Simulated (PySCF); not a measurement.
# Frontier levels across methods

Species: CH8OSSi2.
Numbering: `[CH3:1][S:2][Si@@H:3]([OH:4])[SiH3:5]` (hydrogens: H6, H7, H8 on C1; H9 on Si3; H10 on O4; H11, H12, H13 on Si5)

Cartesian coordinates in Å at the PBE0-D3(BJ)/def2-SVP level; atoms count from 1:
```
atom  x, y, z in Å
C1    -2.2290   -0.1672   -0.6275
S2    -0.9188   -1.4286   -0.5052
Si3    0.4496   -0.3614    0.7701
O4     1.4203   -1.4490    1.5745
Si5    1.8503    0.9840   -0.5253
H6    -2.6142    0.1096    0.3644
H7    -3.0432   -0.6135   -1.2138
H8    -1.8759    0.7327   -1.1509
H9    -0.4049    0.4536    1.6988
H10    0.9616   -2.1145    2.0986
H11    2.6742    0.1220   -1.4253
H12    0.9831    1.8680   -1.3673
H13    2.7514    1.8501    0.2966
```

Basis pcSseg-1 throughout (PySCF), one geometry. Geometry: PBE0-D3(BJ)/def2-SVP, one conformer, isolated molecule.

Q: How do the orbital energies, the gap and the dipole change with the method?

A: 
| method | kind | HOMO (eV) | LUMO (eV) | gap (eV) | μ (D) | SCF cycles |
| --- | --- | --- | --- | --- | --- | --- |
| BLYP | GGA | -5.53 | -1.05 | 4.48 | 1.88 | 15 |
| B97-D | GGA | -5.68 | -1.06 | 4.62 | 1.92 | 15 |
| PBE | GGA | -5.70 | -1.23 | 4.48 | 1.92 | 15 |
| OPBE | GGA | -5.71 | -1.08 | 4.64 | 1.93 | 15 |
| KT2 | GGA | -5.78 | -1.37 | 4.41 | 1.90 | 15 |
| KT3 | GGA | -5.79 | -1.25 | 4.53 | 1.86 | 15 |
| LDA | LDA | -5.79 | -1.43 | 4.37 | 1.99 | 15 |
| BP86 | GGA | -5.81 | -1.29 | 4.53 | 1.94 | 15 |
| B3LYP | global hybrid | -6.65 | -0.54 | 6.10 | 1.97 | 13 |
| B97-2 | global hybrid | -6.66 | -0.37 | 6.29 | 2.01 | 13 |
| PBE0 | global hybrid | -6.89 | -0.38 | 6.52 | 2.02 | 13 |
| mPW1PW91 | global hybrid | -6.92 | -0.37 | 6.55 | 2.02 | 13 |
| BHandHLYP | global hybrid | -7.93 | 0.58 | 8.51 | 2.07 | 12 |
| CAM-B3LYP | range-separated hybrid | -8.15 | 0.71 | 8.86 | 2.00 | 12 |
| wB97X-D | range-separated hybrid | -8.72 | 1.38 | 10.10 | 2.04 | 13 |
| LC-wPBE | range-separated hybrid | -9.52 | 1.82 | 11.34 | 2.06 | 14 |
| HF | Hartree–Fock | -9.59 | 2.95 | 12.53 | 2.21 | 10 |

The HOMO spans 4.06 eV, from BLYP down to HF, and the gap runs from 4.37 eV (LDA) to 12.53 eV (HF). Over the methods BLYP (0 %), B97-D (0 %), PBE (0 %), OPBE (0 %), KT2 (0 %), KT3 (0 %), LDA (0 %), BP86 (0 %), B3LYP (20 %), B97-2 (21 %), PBE0 (25 %), mPW1PW91 (25 %), BHandHLYP (50 %), HF (100 %), a straight line through the gap against the share of exact exchange rises by 0.80 eV for each 10 % (correlation coefficient 0.999). The dipole ranges from 1.86 D (KT3) to 2.21 D (HF). This basis has no diffuse functions.
